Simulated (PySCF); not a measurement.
C₅H₈NSi₂ (doublet state).
Geometry (GFN2-xTB, Å), atoms numbered from 1 in this order:
```
atom  x, y, z in Å
N1     3.4751   -1.3452    3.1776
C2     3.0152   -0.9862    2.1856
C3     2.4631   -0.5655    1.0143
C4     1.9888   -0.2096   -0.0456
Si5    1.1060    0.3986   -1.5724
C6    -0.5578    1.0451   -1.0986
C7    -1.7358    0.2159   -0.8872
Si8   -1.8880   -0.2648    0.9887
H9     1.9447    1.4639   -2.1278
H10    0.9983   -0.7758   -2.4472
H11   -0.6684    2.0895   -0.8412
H12   -2.6562    0.7444   -1.1424
H13   -1.6892   -0.7103   -1.4594
H14   -0.6967   -1.0215    1.3593
H15   -2.0064    0.9724    1.7587
H16   -3.1002   -1.0740    1.1264
```

The hyperfine couplings belong to this conformer and change with its torsions.

The species is `N#CC#C[SiH2][CH]C[SiH3]` [radical].

Method used: UKS B3LYP, pcH-1 on C H N Si, non-relativistic, mean-field spin-orbit, GIAO in PySCF 2.14.0. Geometry: GFN2-xTB, one conformer, isolated molecule. The geometry wasn't refined by DFT: couplings that depend on bond lengths, twists or pyramidal angles can differ widely from those at the functional's own minimum.

Problem. How many α and β electrons are there, and what is ⟨S²⟩ of the pure spin state?

Solution. 73 electrons with 2S = 1: 37 α and 36 β; S(S+1) = 0.75.

Mulliken spin populations, one withheld:

```tsv
atom	bound to	population
N1	C2	+0.0076
C2	N1, C3	-0.0043
C3	C2, C4	+0.0187
C4	C3, Si5	+0.0107
Si5	C4, C6, H9, H10	+0.0031
C6	Si5, C7, H11	?
C7	C6, Si8, H12, H13	-0.0517
Si8	C7, H14, H15, H16	+0.0723
H9	Si5	+0.0044
H10	Si5	+0.0076
H11	C6	-0.0379
H12	C7	+0.0246
H13	C7	+0.0113
H14	Si8	-0.0014
H15	Si8	-0.0009
H16	Si8	+0.0207
```

Problem. What does C6 hold?

Solution. 1 − (0.0848) gives +0.915, since all populations sum to 2S.

Problem. How is the spin shared among the elements?

Solution. Carbon +0.89, silicon +0.08, hydrogen +0.03, nitrogen +0.01. The positive populations sum to 1.10, the negative ones to -0.10.

Problem. The run gives ⟨S²⟩ = 0.7537. What does that say of the overlap of α and β orbitals, and of the weight of higher spin?

Solution. Σ|⟨iα|jβ⟩|² over occupied orbitals = Nβ − [⟨S²⟩ − S(S+1)] = 36 − 0.0037 = 35.9963. If the quartet state (S + 1) were the only admixture, its weight would be 0.0037/(2S + 2) = 0.12 %.

Problem. What Fermi-contact NMR shifts do the couplings of C2, C3, C4, Si5, C7, H9/H10, H11 imply at 200 K (Curie law, g = gₑ)?

Solution. δ = a_FC·h·gₑ μB S(S+1)/(3 g_N μN kT), with k/h = 20836.6 MHz/K:

| nuclei | isotope | a_FC (MHz) | g_N | contact shift (ppm) |
| --- | --- | --- | --- | --- |
| C2 | 13C | -0.81 | 1.4048 | -127 |
| C3 | 13C | 6.00 | 1.4048 | +942 |
| C4 | 13C | 57.41 | 1.4048 | +9013 |
| Si5 | 29Si | 37.59 | -1.1106 | -7465 |
| C7 | 13C | -24.46 | 1.4048 | -3840 |
| H9/H10 | 1H | 12.93 | 5.5857 | +511 |
| H11 | 1H | -51.88 | 5.5857 | -2048 |

The sign follows the spin density at the nucleus: positive density means a positive shift. Entries for several nuclei are means.

Class means assume fast exchange of nuclei equivalent by connectivity; if that motion is slow, each nucleus keeps its own coupling.

β density exceeds α density at some nuclei, such as Si5 (-0.0423), C7 (-0.0218) and H11 (-0.0116), spin density in bohr⁻³. In a single determinant that takes different orbitals for the two spins, that is spin polarisation.

The run took 89 s (grids of density and orbitals included) on an Arm Neoverse V2 with one thread, shared host with 96 logical CPUs at a one-minute load of 25, and the process peaked at 1.1 GiB of memory.
